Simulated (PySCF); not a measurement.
**Bonding in `C=C[BH2-]C#N`**

Species: C3H5BN (charge -1).
SMILES with atom numbers: `[CH2:1]=[CH:2][BH2-:3][C:4]#[N:5]` (hydrogens: H6, H7 on C1; H8 on C2; H9, H10 on B3)

Cartesian coordinates in Å at the PBE0-D3(BJ)/def2-SVP level; atoms count from 1:
```
atom  x, y, z in Å
C1    -1.681    0.430   -0.549
C2    -0.656    0.217    0.288
B3     0.803   -0.361   -0.078
C4     1.951    0.621    0.432
N5     2.788    1.340    0.808
H6    -1.581    0.235   -1.625
H7    -2.661    0.802   -0.215
H8    -0.858    0.450    1.349
H9     0.979   -1.447    0.503
H10    0.933   -0.528   -1.299
```

Bond orders from the PBE0/pcSseg-1 density (PySCF). The structure is a single PBE0-D3(BJ)/def2-SVP conformer in the gas phase; no vibrational or solvent corrections. The pcSseg-1 basis has no diffuse functions, a weakness for an anion.

(1) Where do the orders between heavy atoms depart from those drawn in the SMILES?

(2) Give the Mayer order of every bond between heavy atoms, beside its length.

(3) And the bonds to hydrogen?

(4) Sum the orders of all bonds at each heavy atom with more than one neighbour and set the sums beside the valence in the SMILES.

## Answers

(1) The largest departure is 0.135, at B3–C4 (drawn single, 0.865). Drawn single, order below 0.88: C2–B3 (0.876) and B3–C4 (0.865). The SMILES, with its formal charges, is one Lewis structure only.

(2) 
```json
{"bond": "C1–C2", "drawn as": "double", "length (Å)": "1.341", "Mayer order": "1.996"}
{"bond": "C2–B3", "drawn as": "single", "length (Å)": "1.612", "Mayer order": "0.876"}
{"bond": "B3–C4", "drawn as": "single", "length (Å)": "1.595", "Mayer order": "0.865"}
{"bond": "C4–N5", "drawn as": "triple", "length (Å)": "1.166", "Mayer order": "2.970"}
```

(3) C–H: 0.95 (3 bonds); B–H: 0.91 to 0.92 (2 bonds).

(4) C1 3.902 (drawn 4), C2 3.823 (drawn 4), B3 3.573 (drawn 4), C4 3.835 (drawn 4). Orders between atoms that aren't bonded are not in these sums.

The Mayer order sums products of elements of PS (density times overlap matrix) between the two atoms' basis functions, so it depends on the basis set.
